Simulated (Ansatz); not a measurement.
Ansatz results at the PBE0-D4/def2-TZVP geometry: LUMO energy (PBE/def2-TZVPP) -3.23 eV; HOMO–LUMO gap (PBE/def2-TZVPP) 2.87 eV; HOMO energy (PBE0/def2-TZVPP) -7.05 eV.

Task: Which molecule gave them?
A. `C[N](C)[In]([NH2])[Cl]`
B. `C[C](C)(C)[In]([F])[Cl]`
C. `[SiH3][In]([SiH3])[SiH3]`
D. `C[N](C)[In]([OH])[O][SiH3]`

Result: C. The others give `C[C](C)(C)[In]([F])[Cl]`: -2.53, 4.12, -7.76; `C[N](C)[In]([NH2])[Cl]`: -2.15, 2.84, -6.24; `C[N](C)[In]([OH])[O][SiH3]`: -2.56, 2.63, -6.45.
